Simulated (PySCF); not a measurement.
CsF, charge -1, doublet, at the geometry of the source list (a state made from the parent by changing its charge; the spin is typed, not shown lowest) (core potentials on Cs) (in this run its highest filled SCF level lies above zero, so its values depend strongly on the basis, on diffuse functions most of all). Base run: PBE0/def2-SVP (PySCF).

Here is a job for PySCF.
```python
from pyscf import gto, scf, dft

mol = gto.Mole()
mol.atom = '''
    Cs   -0.62190000   -0.51290000   -0.84010000
    F     0.62190000    0.51290000    0.84010000
'''
mol.basis = 'def2-svp'
mol.ecp = {'Cs': 'def2-svp'}
mol.charge = -1
mol.spin = 1
mol.verbose = 4
mol.build()

mf = dft.UKS(mol)
mf.xc = 'pbe0'
mf.kernel()
```

The base run was repeated with changes; each row names its change, and settings that it needs were set with it.

| change | ΔE vs base (mEh) | SCF cycles | <S^2> | outcome |
|---|---|---|---|---|
| base | 0.000 | 12 | 0.750 | converged |
| damp = 0.5; diis_start_cycle = 5 | 0.000 | 11 | 0.750 | converged |
| conv_tol = 1e-7 | 0.000 | 10 | 0.750 | converged |
| conv_tol = 1e-11 | 0.000 | 13 | 0.750 | converged |
| diis = off; damp = 0.6 (with mf.diis_start_cycle = 200; with mf.max_cycle = 150) | 0.000 | 28 | 0.750 | converged |
| diis = off (with mf.max_cycle = 100) | - | 100 | - | not converged |
| conv_tol = 1e-4 | 0.002 | 8 | 0.750 | converged |
| solver = newton | 0.000 | - | 0.750 | converged |
| level_shift = 1.0 (with mf.max_cycle = 100) | - | 100 | - | not converged |
| conv_tol = 1e-6 | 0.000 | 10 | 0.750 | converged |
| conv_tol = 1e-12 | 0.000 | 14 | 0.750 | converged |
| diis_space = 2 | 0.000 | 17 | 0.750 | converged |
| diis_space = 12 | 0.000 | 12 | 0.750 | converged |

Open shells are given as the SCF converged; they aren't shown to be the lowest states, and a large step between rows can be another state.
